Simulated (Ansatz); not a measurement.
CrO₂F₂. Total charge 0; singlet. Geometry relaxed at r2SCAN-D4/def2-SVP.

```
atom    x (Å)    y (Å)    z (Å)
 Cr1   0.0038  -0.0258  -0.0024
  O2   0.9884  -0.8774   0.8293
  O3  -0.7214  -0.9544  -1.0016
  F4   0.8591   1.1620  -0.8511
  F5  -1.1299   0.6956   1.0258
```

The restricted singlet is unstable towards broken spin symmetry in Hartree–Fock (as tested in another run); at r2SCAN-D4/def2-SVP this wasn't settled.

(1) Estimate the harmonic wavenumbers at RKS r2SCAN-D4/def2-SVP (Ansatz, unscaled). Is this a minimum?

Results:

(1) 227, 291, 307, 333, 433, 768, 829, 1128, 1143 cm⁻¹. Yes, no mode is imaginary beyond noise. Zero-point energy 32.7 kJ/mol. Run time 31 s (4 threads of Arm Neoverse V1 on a shared host).
